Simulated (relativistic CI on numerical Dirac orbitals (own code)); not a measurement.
Method of calculation: Dirac-Coulomb-Breit CI, orbitals from a KLI potential per configuration, a model potential for QED, unscaled Slater integrals (own radial code, finite nucleus).

Configuration list (outside the closed core [Ar]): 3d¹⁰4s², 3d¹⁰4s4p, 3d¹⁰4p², 3d¹⁰4s4d, 3d¹⁰4d², 3d¹⁰4s4f, 3d¹⁰4p4d, 3d¹⁰4f², 3d¹⁰4p4f, 3d¹⁰4d4f, 3d¹⁰4s5s, 3d¹⁰4s5p, 3d¹⁰4s5d, 3d¹⁰4s5f, 3d¹⁰4s5g, 3d¹⁰4s6s, 3d¹⁰4s6p, 3d¹⁰4s6d, 3d¹⁰4s6f, 3d¹⁰4s7s, 3d⁹4s²4p, 3d⁹4s²4d, 3d⁹4s²4f, 3d⁹4s²5s, 3d⁹4s²5p, 3d⁹4s²5d. Double excitations out of closed p, d and f shells are left out; levels of such configurations are missing from the list, as are those of other unlisted configurations, and high levels can miss mixing partners. These lack a partner that the ground configuration has and come out too high: 3d⁹4s²4p, 3d⁹4s²4d, 3d⁹4s²4f, 3d⁹4s²5s, 3d⁹4s²5p.

At this charge energies of transitions that change n are usually good to better than 1 %, and those within a shell (Δn = 0) to a few per cent.

Outline of the computed level scheme of In XX. Lowest level of each configuration: 3d¹⁰4s² ¹S0 at 0.000 eV; 3d¹⁰4s4p ³P°0 at 36.643 eV; 3d¹⁰4p² ³P0 at 85.744 eV; 3d¹⁰4s4d ³D1 at 120.271 eV; 3d¹⁰4p4d ³F°2 at 159.007 eV; 3d¹⁰4s4f ³F°2 at 197.667 eV; 3d¹⁰4p4f ¹G4 at 237.278 eV; 3d¹⁰4s5s ³S1 at 241.824 eV; 3d¹⁰4d² ³F4 at 242.908 eV.

Some strong electric-dipole decays among the lowest 45 levels: 3d¹⁰4s5s ¹S0 → 3d¹⁰4s4p ¹P°1 (4.8e+11 s⁻¹); 3d¹⁰4s5s ³S1 → 3d¹⁰4s4p ³P°2 (3.4e+11 s⁻¹); 3d¹⁰4d² ³P0 → 3d¹⁰4p4d ³D°1 (1.9e+11 s⁻¹); 3d¹⁰4s4f ¹F°3 → 3d¹⁰4s4d ¹D2 (1.9e+11 s⁻¹); 3d¹⁰4d² ³F2 → 3d¹⁰4p4d ³D°1 (1.9e+11 s⁻¹); 3d¹⁰4s5s ³S1 → 3d¹⁰4s4p ³P°1 (1.8e+11 s⁻¹); 3d¹⁰4s4d ¹D2 → 3d¹⁰4s4p ¹P°1 (1.6e+11 s⁻¹); 3d¹⁰4p4d ³D°1 → 3d¹⁰4p² ³P0 (1.5e+11 s⁻¹).

LS names give the leading component of a level, which can be under half, so a name can repeat, a term be missing and a line seem to break the LS rules.
